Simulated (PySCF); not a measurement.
Static response to an electric field

CH8BNO.
Structure used (PBE0-D3(BJ)/def2-SVP), in Å, numbered top down from 1:
```xyz
12
CH8BNO angstrom
N      1.2668   -0.0730    0.3032
B      0.1770    0.0917   -0.8991
C     -1.0739    0.7389   -0.1083
O     -1.3160   -0.0136    1.1006
H      1.7660    0.7932    0.5039
H      1.9472   -0.8152    0.1555
H      0.6639   -0.2962    1.1126
H      0.6666    0.7753   -1.7892
H     -0.0647   -1.0612   -1.2589
H     -1.9906    0.7931   -0.7228
H     -0.8828    1.7719    0.2349
H     -1.6260   -0.8808    0.8148
```

Level: CAM-B3LYP/def2-SVPD (PySCF), static field, nuclei fixed, core orbitals frozen in the response. The polarisability tensor in these axes (au):

```
x   48.94 -0.55 -0.88
y   -0.55 46.14 -0.83
z   -0.88 -0.83 46.49
```

Question: Diagonalise the tensor; give its mean and Δα, where Δα² is half the sum of the squared differences of the eigenvalues.

Answer: Principal values 45.21, 47.12 and 49.25 au; mean 47.19 au = 6.99 Å³ = 7.78 × 10⁻⁴⁰ C²·m²/J; Δα = 3.50 au (7 % of the mean).

Question: What is the dipole moment, and where does it point?

Answer: (2.99, -0.85, 1.97) D, 3.68 D in size, pointing from the negative to the positive side. Measured along this direction, the outermost atoms are H10 at the negative end and H6 at the positive end.

Question: What depolarisation ratio follows for Rayleigh scattering of linearly polarised light, taking the static tensor?

Answer: ρ = 3Δα²/(45ᾱ² + 4Δα²) = 36.8/(100212 + 49.1) = 0.000367.

Question: How large is μ²/3kT at 273 K beside α?

Answer: In Gaussian units μ²/3kT = 119.71 Å³ against 6.99 Å³, a ratio of 17.12; the Debye molar polarisation (4π/3)N_A(α + μ²/3kT) is 319.6 cm³/mol, leaving out the vibrational part.

Question: Molar refractivity from α?

Answer: Lorentz–Lorenz: R = (4π/3)N_A α = 2.5225 cm³/(mol·Å³) × 6.99 Å³ = 17.6 cm³/mol, in the limit of long wavelengths.

One conformer (not necessarily the lowest) at the PBE0-D3(BJ)/def2-SVP geometry, without solvent, vibrations or thermal averaging.
